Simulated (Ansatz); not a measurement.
Input file for ClH₃N₂OW, SMILES `[NH]=[W](=[NH])([OH])[Cl]`:

```yaml
crystal:
  periodic: [false, false, false]
  atoms:
    - {symbol: N, position_ang: [-0.755409, 1.273855, 0.372460]}
    - {symbol: W, position_ang: [0.235227, 0.000410, -0.291228]}
    - {symbol: N, position_ang: [1.198359, -0.762938, 0.944085]}
    - {symbol: O, position_ang: [-0.902124, -1.324660, -1.021994]}
    - {symbol: Cl, position_ang: [1.647745, 0.934706, -1.833006]}
    - {symbol: H, position_ang: [-1.084333, 1.876318, 1.111173]}
    - {symbol: H, position_ang: [1.578189, -0.923145, 1.863264]}
    - {symbol: H, position_ang: [-1.825457, -1.131746, -1.200553]}
basis:
  gaussian: {orbitals: def2-TZVPP}
correlation: {method: ccsd_t}
output: {orbitals: {seedname: orbitals}}
```

```sh
$ ansatz run in.yaml --threads 4 --pin off --events-out ev --progress --plain
```

Output of Ansatz, abridged:

```
Functional definition: HF
1463 factors; integrals over basis functions are off by at most 7.0e-4 eV
mean field evaluation 1: about -19353.5315 eV, gradient 7.4e1 eV
mean field evaluation 2: about -19353.7793 eV, gradient 7.4e1 eV
mean field evaluation 4: about -19363.6398 eV, gradient 1.1e1 eV
mean field evaluation 8: about -19363.9232 eV, gradient 1.0e0 eV
mean field evaluation 16: about -19363.9273 eV, gradient 1.4e-6 eV
mean field -19363.92734719 eV, -711.6112046677 hartree, gradient 1.5e-6 eV, S^2 0.000000; 0 other end points of the search recorded, 0 dependent functions left out
8 core orbitals not correlated: weight in the atoms' cores, before any rotation towards them, 1.000 or more for the frozen orbitals, at most 0.000 for the correlated occupied ones
reference -19363.92734719 eV, -711.6112046677 hartree; 20, 20 occupied and 205, 205 virtual orbitals, 1463 factors
second order -37.25452619 eV of doubles, -0.00000000 eV of singles
cycle   1  -34.20257106 eV  change     3.1e0 eV  update   2.6e-1
cycle   2  -35.73457005 eV  change    -1.5e0 eV  update   1.6e-1
cycle   3  -36.08837629 eV  change   -3.5e-1 eV  update   3.5e-2
cycle   4  -36.09412101 eV  change   -5.7e-3 eV  update   1.5e-2
cycle   5  -36.08076099 eV  change    1.3e-2 eV  update   3.9e-3
cycle   6  -36.08324876 eV  change   -2.5e-3 eV  update   1.8e-3
cycle   7  -36.08330607 eV  change   -5.7e-5 eV  update   6.5e-4
cycle   8  -36.08280144 eV  change    5.0e-4 eV  update   2.7e-4
cycle   9  -36.08287754 eV  change   -7.6e-5 eV  update   1.0e-4
cycle  10  -36.08301273 eV  change   -1.4e-4 eV  update   4.7e-5
cycle  11  -36.08290761 eV  change    1.1e-4 eV  update   2.7e-5
cycle  12  -36.08286772 eV  change    4.0e-5 eV  update   1.3e-5
perturbative correction -2.06364887 eV, -0.0758376973 hartree
Total energy: -19402.07386378 eV, -713.0130632957 hartree
```

It took 4.3 min on 4 threads of a server CPU on a shared host, with 4.8 GiB of host memory at the peak.

MP2 recovers 97.7 % of the CCSD(T) correlation energy and the triples give 5.4 %; T1 = 0.0198.
